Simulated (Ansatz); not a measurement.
# Reading a saddle point

A first-order saddle point of BNH4Cl2O, singlet, PBE0-D4/def2-TZVP, with one imaginary mode of 1220i cm⁻¹:

```xyz
9
angstrom
B -0.3790 -0.4537 0.1410
O -0.9260 0.7915 -0.6591
Cl -0.8168 -1.9894 -0.6992
Cl -0.9301 -0.3241 1.8780
H 0.2131 0.9646 -0.5816
N 1.0807 0.0085 -0.0607
H -1.4748 1.3632 -0.1102
H 1.6004 0.1942 0.7855
H 1.6325 -0.5547 -0.6936
```

Ansatz 0.2.0; basis: def2-TZVPP and def2-QZVPP; cores frozen in the correlated methods. Extrapolation: Hartree–Fock as exp(−7.88 √X), correlation as X^−2.97.

(1) Which contacts change along the imaginary mode, and what lies on either side? (Judge from chemistry; the calculation decides.)

(2) Which side is lower, and how far does the saddle lie above each? (An estimate is asked for; the value comes from the calculation.)

T1 diagnostic: at most 0.011.

## Answers

(1) The calculation gives: The step is BHCl₂O ([OH][B]([Cl])[Cl]) + NH₃ → BNH₂Cl₂ ([NH2][B]([Cl])[Cl]) + H₂O, with the molecules in contact on both sides. Shortening one way: B1–N6, O2–H5; lengthening the same way: B1–O2, H5–N6.
| pair | one side (Å) | saddle (Å) | other side (Å) |
| --- | --- | --- | --- |
| B1–N6 | 1.61 | 1.54 | 1.38 |
| O2–H5 | 2.57 | 1.15 | 0.96 |
| B1–O2 | 1.40 | 1.58 | 3.22 |
| H5–N6 | 1.02 | 1.39 | 3.77 |

(2) By the calculation: The side with B1–O2, H5–N6 short is lower by 0.744 eV; the saddle lies 1.454 eV above it and 0.710 eV above the other (CCSD(T) at an estimated basis limit (MP2 extrapolated from triple and quadruple zeta, plus CCSD(T) − MP2 in triple zeta); electronic energies).

Labels in which every atom is bracketed show which atoms are joined, not bond orders.

For scale, one of the runs: CCSD(T)/def2-TZVPP, 233 basis functions, launched by `ansatz run in.yaml --threads 4 --pin off --events-out ev --progress --plain --max-ram 9574MiB`. The run took 2.2 min on 4 CPU threads of an Arm Neoverse V1 (shared host), with 4.1 GiB of host memory at its peak.
